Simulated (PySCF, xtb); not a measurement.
C3H7FTe, SMILES CC(C)[Te]F.

xtb with GFN2-xTB at its own geometry gives an orbital gap of 3.10 eV and a dipole moment of 3.87 D.

The structure is a stationary point at PBE0-D3(BJ)/def2-SVP. The structure was generated by enumeration, and PubChem lists no compound with its InChIKey, so it may never have been made. The def2 effective core potentials stand for the cores of Te; spin–orbit coupling is left out. The values are those of a single conformer.

**Question.** What does PBE/def2-TZVP (PySCF) give? (An estimate is asked for; the answer gives what the named calculation found.)

**Answer.** gap 1.97 eV (levels -5.00 and -3.03 eV), dipole 2.81 D.
